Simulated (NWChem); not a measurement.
System: C₂H₆AlI; SMILES [CH3][Al]([CH3])[I]

The following NWChem deck was run.

```
start job
memory heap 200 mb stack 900 mb global 1100 mb
geometry units angstroms noautoz
  Al     0.000000     0.000000     1.388517
  I      0.000000     0.000000    -1.111770
  C      0.002249    -1.746820     2.254416
  H     -0.908165    -2.311362     1.990776
  H      0.051786    -1.674223     3.352473
  H      0.854995    -2.355570     1.910469
  C     -0.002249     1.746820     2.254416
  H     -0.051786     1.674223     3.352473
  H     -0.854995     2.355570     1.910469
  H      0.908165     2.311362     1.990776
end
basis spherical
  * library def2-tzvp
end
ecp
  I library def2-ecp
end
dft
  xc pbe0
  iterations 150
  semidirect filesize 400000000
  mulliken
end
task dft energy
```

Parts of the log:

```
             Northwest Computational Chemistry Package (NWChem) 7.3.0
             --------------------------------------------------------

 C2  symmetry detected

                             Geometry "geometry" -> ""
                             -------------------------

 Output coordinates in angstroms (scale by  1.889725989 to convert to a.u.)

  No.       Tag          Charge          X              Y              Z
 ---- ---------------- ---------- -------------- -------------- --------------
    1 Al                  13.0000     0.00000000     0.00000000     1.38033439
    2 I                   53.0000     0.00000000     0.00000000    -1.11995261
    3 C                    6.0000     0.00050531    -1.74682137     2.24623339
    4 H                    1.0000    -0.91047176    -2.31045431     1.98259339
    5 H                    1.0000     0.05011476    -1.67427386     3.34429039
    6 H                    1.0000     0.85264323    -2.35642229     1.90228639
    7 C                    6.0000    -0.00050531     1.74682137     2.24623339
    8 H                    1.0000    -0.05011476     1.67427386     3.34429039
    9 H                    1.0000    -0.85264323     2.35642229     1.90228639
   10 H                    1.0000     0.91047176     2.31045431     1.98259339

 Effective nuclear repulsion energy (a.u.)     363.5699350730

      Symmetry information
      --------------------

 Group name             C2
 Group number              4
 Group order               2
 No. of unique centers     6

                                 NWChem DFT Module
                                 -----------------

 Summary of "ao basis" -> "ao basis" (spherical)
 ------------------------------------------------------------------------------
       Tag                 Description            Shells   Functions and Types
 ---------------- ------------------------------  ------  ---------------------
 Al                        def2-tzvp                13       37   5s5p2d1f
 I                         def2-tzvp                16       50   6s5p3d2f
 C                         def2-tzvp                11       31   5s3p2d1f
 H                         def2-tzvp                 4        6   3s1p

      Symmetry analysis of basis
      --------------------------

        a          94
        b          91

            General Information
            -------------------
          SCF calculation type: DFT
          Wavefunction type:  closed shell.
          No. of atoms     :    10
          No. of electrons :    56
           Alpha electrons :    28
            Beta electrons :    28
          Charge           :     0
          Spin multiplicity:     1
          Use of symmetry is: on ; symmetry adaption is: on
          Maximum number of iterations: 150
          AO basis - number of functions:   185
                     number of shells:    75
          Convergence on energy requested:  1.00D-06
          Convergence on density requested:  1.00D-05
          Convergence on gradient requested:  5.00D-04

              XC Information
              --------------
                         PBE0 Method XC Functional
                     Hartree-Fock (Exact) Exchange  0.250
          PerdewBurkeErnzerhof Exchange Functional  0.750
            Perdew 1991 LDA Correlation Functional  1.000 local
           PerdewBurkeErnz. Correlation Functional  1.000 non-local

             Grid Information
             ----------------
          Grid used for XC integration:  medium
          Radial quadrature: Mura-Knowles
          Angular quadrature: Lebedev.
          Tag              B.-S. Rad. Rad. Pts. Rad. Cut. Ang. Pts.
          ---              ---------- --------- --------- ---------
          Al                  1.25       88          10.0       590
          I                   1.40      123          12.0       590
          C                   0.70       49          12.0       434
          H                   0.35       45          13.0       434
          Grid pruning is: on
          Number of quadrature shells:   395
          Spatial weights used:  Erf1

      Superposition of Atomic Density Guess
      -------------------------------------

 Sum of atomic energies:        -667.37816706

      Non-variational initial energy
      ------------------------------

 Total energy =    -618.475070
 1-e energy   =   -1392.438448
 2-e energy   =     555.536452
 HOMO         =      -0.331686
 LUMO         =       0.000348

      Symmetry analysis of molecular orbitals - initial
      -------------------------------------------------

  Numbering of irreducible representations:

     1 a           2 b

  Orbital symmetries:

     1 a           2 a           3 b           4 a           5 a
     6 b           7 b           8 a           9 b          10 a
    11 b          12 a          13 b          14 b          15 a
    16 a          17 a          18 b          19 a          20 a
    21 a          22 b          23 b          24 a          25 a
    26 b          27 b          28 b          29 a          30 b
    31 b          32 a          33 a          34 a          35 b
    36 b          37 a          38 a

------------------------------------------------------------
EAF file 0: "./job.aoints.0" size=191365120 bytes
------------------------------------------------------------
               write      read    awrite     aread      wait
               -----      ----    ------     -----      ----
     calls:      365         0         0         0         0
   data(b): 1.91e+08  0.00e+00  0.00e+00  0.00e+00
   time(s): 0.00e+00  0.00e+00  0.00e+00  0.00e+00  0.00e+00
rate(mb/s): 0.00e+00  0.00e+00
------------------------------------------------------------

     ---------------------------------------------
      Total Density - Mulliken Population Analysis
     ---------------------------------------------

[...]
```

Level: PBE0/def2-TZVP with def2 effective core potentials on I. The geometry was optimised at PBE0/def2-SVP. Not confirmed as a minimum by frequencies. def2 effective core potentials on I; no spin-orbit coupling.
